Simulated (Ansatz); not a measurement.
The first iterations of a band of BF₂H₅OSSi (11 atoms, charge 0, multiplicity 1).

Level of theory: UKS LDA/6-31G (Ansatz 0.2.0).

- movable images: 3
- climbing image: yes
- spring: 5.0 eV/Å²
- optimiser: quadratic models (default)
- start path: through a guess of the saddle point
- force threshold: 0.05 eV/Å
- iteration limit: 60
- end points: relaxed

Initial state:

```xyz
11
Properties=species:S:1:pos:R:3
B -0.810 -0.781 0.177
S -0.362 -2.256 1.335
F -0.759 -1.032 -1.204
F -1.940 -0.070 0.562
H 0.993 -0.102 1.134
O 0.438 0.173 0.361
Si 0.871 1.307 -0.954
H -1.349 -1.993 2.277
H -0.451 1.828 -1.431
H 1.705 2.353 -0.253
H 1.664 0.572 -2.002
```

Final state:

```xyz
11
Properties=species:S:1:pos:R:3
B -1.513 0.184 -0.058
S 0.870 -2.182 1.767
F -2.269 1.026 -0.809
F -2.151 -0.676 0.767
H 0.497 -1.105 0.924
O -0.166 0.187 -0.115
Si 1.058 1.087 -0.999
H -0.447 -2.418 2.151
H 0.791 0.926 -2.477
H 0.979 2.533 -0.572
H 2.351 0.439 -0.580
```

| iteration | highest image above the first end (eV) | largest band force component (eV/Å) |
| --- | --- | --- |
| 1 | 6.314 | 21.738 |
| 2 | 1.230 | 5.294 |
| 3 | 0.915 | 2.036 |
| 4 | 0.718 | 0.875 |
| 5 | 0.587 | 0.982 |
| 6 | 0.495 | 0.766 |
| 7 | 0.438 | 0.638 |
| 8 | 0.346 | 0.507 |
| 9 | 0.309 | 0.850 |
| 10 | 0.276 | 0.526 |

Task: Does the band converge within its limit, and where does its top end?

Result: The forces met the threshold. It ended after 30 iterations with the highest image 0.479 eV above the first end. Another band between the same ends (5 images) ends at a top of the same energy, where a vibrational analysis finds 1 clearly imaginary mode. So few images can step over the top or miss a turn of the path. The orbitals stay closed-shell, which can raise the energy where a bond breaks towards radicals; this wasn't checked here. Limits of this set-up: no polarisation functions.

Run time: 2.2 min on 2 threads of AMD EPYC 7B13 (Zen 3), on a shared host, peak memory 0.16 GiB.
